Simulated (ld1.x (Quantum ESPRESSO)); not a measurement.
Before and after: TM semilocal potential for nitrogen

ld1.x (Quantum ESPRESSO) 7.5 input, shortened:

```
&input
   title='N', zed=7., rel=1, dft='PZ', iswitch=3,
   config='[He] 2s2 2p3 3d-2'
 /
 &inputp
   pseudotype=1, tm=.true., lloc=2,
   nlcc=.false.
 /
3
2S  1  0   2.00   0.00  0.70  0.70  0.0
2P  2  1   3.00   0.00  1.25  1.25  0.0
3D  3  2  -2.00  -0.05  1.15  1.15  0.0
 &test
   configts(1)='2s2 2p3'
 /
```

All-electron outer shells of the reference configuration (LDA (PZ), scalar-relativistic, ld1.x):

```csv
shell,level (eV),outermost node (bohr),outermost maximum (bohr)
1s,-381.53,–,0.15
2s,-18.42,0.32,1.02
2p,-7.24,–,0.97
```

Change: wave 2p (bound): rc 1.25 bohr becomes 2p (bound): rc 1.10 bohr.

Cutoffs: the cutoffs (Ry, on a coarse ladder) from which the occupation-weighted sum of valence levels, in a spherical-Bessel basis at the reference potential, stays within 10 and 1 mRy of its value at 400 Ry; they do not see the model core or the augmentation charge, which bear on the density cutoff. Errors are all-electron minus pseudo energies relative to the spin-unpolarised reference configuration.

Task: Predict the effect on cutoff, ghosts and configuration errors.

Result: The potential gets neither clearly harder nor softer (140 Ry and 300 Ry → 140 Ry and 300 Ry); the s channel sets the loose cutoff, while the largest relative change is in p, which becomes harder; of the 9 tests that both files solve, the error grows in 1 and shrinks in 2 by more than 15 % and 0.3 meV (median size 56.9 → 53.3 meV); neither file shows a bound ghost. A semilocal file is local in each channel, so a ghost entry of none says nothing of the separable form that plane-wave codes build from it.

```tsv
quantity	base	changed
cutoff, loose	140 Ry	140 Ry
cutoff, tight	300 Ry	300 Ry
loose cutoff by channel (10 mRy a level)	s 110 Ry, p 55 Ry	s 110 Ry, p 70 Ry
bound ghosts	none	none
error for 2s2 2p2, meV [ΔE 13.73 eV]	+5.4	+4.7
error for 2s2 2p1, meV [ΔE 42.70 eV]	+81	+64
error for 2s2 2p0, meV [ΔE 89.87 eV]	+443	+356
error for 2s0 2p5, meV [ΔE 22.45 eV]	+57	+53
error for 2s1 2p3, meV [ΔE 25.18 eV]	+0.2	+5.5
error for 2s2 2p2.5, meV [ΔE 5.17 eV]	+0.3	+0.4
error for 2s2 2p3.3, meV [ΔE -1.67 eV]	+0.1	+0.1
error for 2s2 2p3 (spin-polarised), meV [ΔE -2.89 eV]	+291	+301
error for 2s2 2p2 (spin-polarised), meV [ΔE 12.04 eV]	+204	+213
```
